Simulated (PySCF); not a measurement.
3-fluorothiophene (C4H3FS), SMILES Fc1cscc1.

The structure is a stationary point at B3LYP-D3(BJ)/def2-SVP.

Method: PBE/def2-TZVP (PySCF).

The molecule is in vacuum.

Task: Estimate the frontier levels, gap, dipole moment and polarisability. (Estimate from the structure and the level; the computed values follow.)

Result: 
The highest occupied level is -5.84 eV. The lowest empty level comes out as -1.51 eV and the orbital gap is 4.33 eV. The dipole moment is 0.217 e·Å and the quadrupole, principal values (traceless, Buckingham form, about the centre of nuclear charge) comes out as -4.77, -3.06, 7.84 D·Å. The mean static polarisability is 60.8 bohr³ (9.01 Å³). The polarisability, principal values is 37.8, 68.9, 75.7 bohr³.
